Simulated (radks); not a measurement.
Problem. Calculated with a radial shooting solver on a logarithmic mesh with Libxc functionals: scalar-relativistic Kohn-Sham, PBE, spin-polarised, spherical densities, finite nucleus; open shells are filled with parallel spins first (spin-orbit coupling, left out, can overturn this in heavy ions); Fermi nuclear charge, rms radius of each element as measured or else 0.836 A^(1/3) + 0.57 fm. Each species is in its NIST ground configuration. Rank Cd, Tc, Ag, Rh, Pd, Nb, Zr, Mo, Ru by mean radius of the outermost orbital (bohr), largest first.

Solution. Zr 3.83, Nb 3.61, Tc 3.51, Mo 3.48, Ru 3.30, Rh 3.24, Ag 3.14, Cd 2.90, Pd 1.59.
